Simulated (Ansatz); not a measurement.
Reaction (substitution at a C–C bond): `BC(=C)CC` + `[OH][Ti]([F])([Cl])[SeH]` → `C[Se][Ti]([OH])([F])[Cl]` + `BC(=C)C`

Isolated molecules relaxed with PBE0-D4/def2-TZVP in Ansatz; ΔE leaves out vibrations. CCSD(T)/CBS is the MP2 limit (def2-TZVPP, def2-QZVPP) plus CCSD(T) − MP2 in def2-TZVPP, frozen cores. For Se, Ti outer-core shells are correlated without core-valence functions, which leaves a few kJ/mol of doubt a bond. Scalar relativity is left out up to krypton. Each species was taken in one conformer, which may not be the lowest.

```csv
species,CCSD(T)/CBS(def2) energy (Eh)
`BC(=C)CC`,-182.38673
`[OH][Ti]([F])([Cl])[SeH]`,-3885.80257
`C[Se][Ti]([OH])([F])[Cl]`,-3925.06317
`BC(=C)C`,-143.12562
```

Q: Work out ΔE.

A: ΔE = (-3925.06317) + (-143.12562) − (-182.38673) − (-3885.80257) = 0.00051 Eh = +0.3 kcal/mol.

Largest T1 diagnostic among the species: 0.023, so the coupled-cluster value is less sure than usual.

From PBE to PBE0 (25 % exact exchange), in def2-TZVPP and without D4, ΔE moves by +0.9 kcal/mol. In def2-TZVPP, CCSD(T) changes the Hartree–Fock value by −1.8 kcal/mol (the triples alone add −0.7 kcal/mol) and MP2 by −2.5 kcal/mol.
